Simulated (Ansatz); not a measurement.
Cost and result for the atomization energy of C2H5FSi2 (10 atoms, 9 bonds).

Cartesian coordinates in Å:
```
C 0.883 -1.306 0.509
C -0.098 -0.427 0.250
Si 0.203 1.167 -0.670
Si -1.740 -1.032 0.931
F -2.709 0.189 0.487
H 0.689 -2.236 1.050
H 1.919 -1.160 0.206
H -0.619 1.206 -1.907
H 1.643 1.272 -1.037
H -0.170 2.327 0.180
```

The species carries charge 0 and has multiplicity 1. The bonds changed during the relaxation, so this is another structure than the one it started from. Geometry: relaxed with PBE0-D4/def2-TZVP. Program: Ansatz. All runs use 4 threads of an Arm Neoverse V1 on a shared host. Times are those of one run each, without the atoms' runs, and a repeat can differ threefold. Electronic energies, without spin–orbit coupling; frozen cores. CCSD(T)/CBS adds CCSD(T) − MP2 in def2-TZVPP to the MP2 limit, and its time is that of the two runs behind it. T1 = 0.014; the RHF reference is unstable towards UHF. B3LYP takes the VWN-RPA correlation (the form of Gaussian; ORCA's B3LYP/G).

CCSD(T)/CBS is a level of theory with its own doubt, some kJ/mol a heavy atom from the limit and from the frozen cores, so smaller differences don't rank the functionals.

| level | functions | wall time | atomization (kJ/mol) | difference from CCSD(T)/CBS | per bond |
| --- | --- | --- | --- | --- | --- |
| PBE0-D4/def2-TZVPP | 247 | 3 s | 3701.0 | -16.4 | -1.8 |
| PBE-D4/def2-TZVPP (with forces) | 247 | 3.1 s | 3763.9 | 46.5 | 5.2 |
| B3LYP-D4/def2-TZVPP (with forces) | 247 | 4.6 s | 3714.4 | -3.0 | -0.3 |
| r2SCAN-D4/def2-TZVPP (with forces) | 247 | 5 s | 3710.5 | -6.9 | -0.8 |
| B2PLYP/def2-TZVPP | 247 | 6.5 s | 3672.8 | -44.6 | -5.0 |
| ωB97X-V/def2-TZVPP | 247 | 8 s | 3725.7 | 8.3 | 0.9 |
| ωB97M-V/def2-TZVPP (with forces) | 247 | 12 s | 3731.6 | 14.2 | 1.6 |
| MP2/def2-QZVPP | 461 | 23 s | 3734.2 | 16.8 | 1.9 |
| CCSD(T)/def2-TZVPP | 247 | 120 s | 3617.5 | -99.9 | -11.1 |
| CCSD(T)/CBS(def2) | – | 2.3 min | 3717.4 | 0.0 | 0.0 |

The D4 term adds +41.4 kJ/mol with B3LYP and +21.6 kJ/mol with PBE0; it sums over pairs of atoms, weighted by their polarisabilities, and B3LYP, whose exchange is more repulsive, gets the larger term. From PBE to PBE0 (25 % exact exchange), in def2-TZVPP and without D4, the atomization energy moves by −59.1 kJ/mol: exact exchange takes away binding that semilocal exchange gives to molecules. In def2-TZVPP, CCSD(T) changes the Hartree–Fock value by +859.2 kJ/mol (the triples alone add +57.3 kJ/mol) and MP2 by +915.8 kJ/mol; breaking electron pairs costs correlation energy, which Hartree–Fock lacks.
